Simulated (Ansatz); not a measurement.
A nudged elastic band was laid between two geometries of ClH3Sn + H3P (9 atoms, charge 0, multiplicity 1).

These are results of Ansatz, RHF/def2-SVP, not measurements.

- movable images: 5
- climbing image: yes
- spring: 5.0 eV/Å²
- optimiser: quadratic models (default)
- start path: through a guess of the saddle point
- force threshold: 0.05 eV/Å
- iteration limit: 60
- end points: relaxed

First end point:

```xyz
9
Properties=species:S:1:pos:R:3
Sn -0.333 -0.881 -0.414
H -0.507 -0.907 1.276
H 1.290 -1.013 -0.904
Cl -1.061 1.258 -1.123
H -1.343 -2.007 -1.190
P 1.832 3.724 1.717
H 2.765 2.664 1.660
H 0.966 3.194 0.736
H 1.118 3.206 2.821
```

Last end point:

```xyz
9
Properties=species:S:1:pos:R:3
Sn 0.294 0.487 -0.743
H -0.067 0.108 3.936
H 1.541 -0.276 -1.618
Cl -1.233 1.288 -2.366
H -0.569 -0.617 0.225
P 1.016 2.502 0.594
H 2.106 1.840 1.209
H 1.781 3.068 -0.449
H -0.143 0.837 3.789
```

(1) What changes between the two ends?

(2) What energy profile does the band end with?

(3) What is the geometry of the highest image?

## Answers

(1) Bonds broken: Sn1–H2, P6–H9. Bonds formed: Sn1–P6, H2–H9. ClH3Sn + H3P becomes ClH4PSn + H2.

(2) The forces met the threshold. The highest image is number 3 of 0 to 6, 82.2 kcal/mol above the first end and 78.5 kcal/mol above the last; the last end lies 3.7 kcal/mol above the first. The profile has 2 maxima (images 3, 5) with wells between them (image 4): this band takes more than one step, which may be the mechanism or a detour left from its start path. A structure lower than the last end lies on the path between it and the top, so the climb from that side starts below the end, which may itself be a saddle point or a shallow side well. Neighbouring images differ by up to 3.4 eV, so the band resolves the path poorly. A vibrational analysis at the climbing image gives one clearly imaginary mode, 2054i cm⁻¹: a first-order saddle point. The orbitals stay closed-shell, which can raise the energy where a bond breaks towards radicals; this wasn't checked here.

| image | path coordinate (Å) | energy (kcal/mol) | Sn1–H2 (Å) | P6–H9 (Å) | Sn1–P6 (Å) |
| --- | --- | --- | --- | --- | --- |
| 0 | 0.00 | 0.0 | 1.70 | 1.41 | 5.52 |
| 1 | 1.84 | 0.3 | 1.70 | 1.41 | 4.91 |
| 2 | 3.68 | 7.4 | 1.70 | 1.41 | 4.09 |
| 3 | 5.51 | 82.2 | 1.97 | 1.71 | 2.92 |
| 4 | 7.87 | 3.5 | 3.57 | 3.37 | 2.52 |
| 5 | 10.23 | 4.1 | 3.83 | 3.43 | 2.53 |
| 6 | 12.58 | 3.7 | 4.71 | 3.78 | 2.52 |

(3) 
```xyz
9
Properties=species:S:1:pos:R:3
Sn 0.184 0.164 0.001
H 0.488 -0.351 1.881
H 1.479 -0.803 -0.478
Cl 0.053 1.618 -1.934
H -1.462 -0.144 0.203
P 1.112 2.430 1.598
H 2.077 2.480 0.571
H 0.064 3.066 0.905
H 0.732 0.778 1.831
```

Run time: 7.2 min on 1 thread of Arm Neoverse V1 (shared host), peak memory 0.2 GiB.
